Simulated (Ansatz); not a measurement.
Breaking the Ga1–H2 bond in GaH3O (SMILES [OH][GaH2]) (multiplicity 1 held, fragments rigid). Energies count from the point at 1.556 Å.
Geometry at that point (charge 0, multiplicity 1):
```xyz
5

Ga    -0.2252    -0.2844     0.0258
H      0.0603    -1.2972     1.1723
H     -1.3595    -0.3087    -1.0529
O      0.9382     1.0873    -0.0240
H      0.7756     1.7230    -0.7275
```

Restricted levels (R-, RO-) in cc, def2 and unpolarised 6-31G sets keep to the state of the molecule at rest. Active spaces are followed from a long bond inwards. Curves can end on different states.

Correlated levels freeze the cores. Filled d and f shells under p-block atoms count as core.

Codes used: Ansatz (Gaussian basis) for Hartree–Fock, density functionals and correlated methods. Each number belongs to the level named beside it.

### Question
Give the energy at R = 4.980 Å at the level R-HF/cc-pVDZ.

### Answer
160.4 kcal/mol

### Question
Estimate the energy at R = 4.980 Å that FIC-MRCISD+Q on CASSCF(2,2)/cc-pVDZ returns for this input.

### Answer
82.0 kcal/mol

Doubts at one or more of the structures used: a restricted determinant that unrestricted orbitals would lower (R-HF/cc-pVDZ).

Ansatz is a program for electronic structure.
